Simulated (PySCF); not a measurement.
**Radial density of Be (beryllium, neutral)**

UHF, [He] 2s1 3d1, high-spin 3D determinant (an excited configuration). Computed with PySCF 2.14 in dyall-acv3z, with scalar relativity by spin-free X2C-1e.

```json
{"r (bohr)": "0.00531", "4πr²ρ (e/bohr)": "0.01210", "4πr²(ρα − ρβ)": "0.0003"}
{"r (bohr)": "0.00893", "4πr²ρ (e/bohr)": "0.03309", "4πr²(ρα − ρβ)": "0.0009"}
{"r (bohr)": "0.0150", "4πr²ρ (e/bohr)": "0.08880", "4πr²(ρα − ρβ)": "0.0024"}
{"r (bohr)": "0.0253", "4πr²ρ (e/bohr)": "0.2309", "4πr²(ρα − ρβ)": "0.0062"}
{"r (bohr)": "0.0425", "4πr²ρ (e/bohr)": "0.5685", "4πr²(ρα − ρβ)": "0.0151"}
{"r (bohr)": "0.0714", "4πr²ρ (e/bohr)": "1.278", "4πr²(ρα − ρβ)": "0.0337"}
{"r (bohr)": "0.120", "4πr²ρ (e/bohr)": "2.467", "4πr²(ρα − ρβ)": "0.0629"}
{"r (bohr)": "0.202", "4πr²ρ (e/bohr)": "3.711", "4πr²(ρα − ρβ)": "0.0849"}
{"r (bohr)": "0.340", "4πr²ρ (e/bohr)": "3.715", "4πr²(ρα − ρβ)": "0.0552"}
{"r (bohr)": "0.572", "4πr²ρ (e/bohr)": "1.925", "4πr²(ρα − ρβ)": "-0.0052"}
{"r (bohr)": "0.962", "4πr²ρ (e/bohr)": "0.4739", "4πr²(ρα − ρβ)": "0.1221"}
{"r (bohr)": "1.62", "4πr²ρ (e/bohr)": "0.4574", "4πr²(ρα − ρβ)": "0.4465"}
{"r (bohr)": "2.72", "4πr²ρ (e/bohr)": "0.3801", "4πr²(ρα − ρβ)": "0.3801"}
{"r (bohr)": "4.58", "4πr²ρ (e/bohr)": "0.2902", "4πr²(ρα − ρβ)": "0.2902"}
{"r (bohr)": "7.70", "4πr²ρ (e/bohr)": "0.07119", "4πr²(ρα − ρβ)": "0.0712"}
```

Densities and radii are taken from the X2C orbitals without a picture-change correction, which distorts them close to the nucleus.

The outer electron is Rydberg-like, and this basis confines it to a smaller radius and binds it less than a complete one would.

Where is the radial spin density 4πr²(ρα − ρβ) most negative, and why is it negative at all?

Around r = 0.572 bohr, down to -0.0052 e/bohr: exchange with the open shell polarises the paired shells in an unrestricted calculation.
